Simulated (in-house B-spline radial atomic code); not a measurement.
Inner-shell binding energies (edges) and X-ray emission energies of free atoms and ions, as differences of relaxed hole-state energies with first-order Breit, QED and recoil terms, without correlation or multiplet splittings, in NIST's listed ground configurations. For neutral atoms such line energies lie within some 1 to 5 eV of tabulated X-ray lines (up to 20 eV for the heaviest). K = 1s, L1 = 2s. A dash marks a subshell that is part filled or wasn't run, or a line left out. Computed with a B-spline radial code for spherical atoms: Dirac-Hartree-Fock, average of the configuration, finite nuclei.

```csv
ion,configuration,K edge (eV),L1 edge (eV)
F,[He] 2s2 2p5,698.03,40.118
Ne,[He] 2s2 2p6,869.32,49.435
Mg,[Ne] 3s2,?,?
Al,[Ne] 3s2 3p1,1568.08,128.04
Si,[Ne] 3s2 3p2,?,?
P,[Ne] 3s2 3p3,2152.66,197.9
S,[Ne] 3s2 3p4,2480.14,237.66
Cl,[Ne] 3s2 3p5,2831.17,280.69
Ar,[Ne] 3s2 3p6,?,?
Ca,[Ar] 4s2,4047.65,449.96
Sc,[Ar] 3d1 4s2,4499.96,510.5
```

(1) Fill in the row of Mg.

(2) Fill in the row of Si.

(3) Fill in the row of Ar.

## Answers

(1) K edge (eV): 1310.82; L1 edge (eV): 97.817.

(2) K edge (eV): 1848.66; L1 edge (eV): 161.38.

(3) K edge (eV): 3205.79; L1 edge (eV): 327.02.
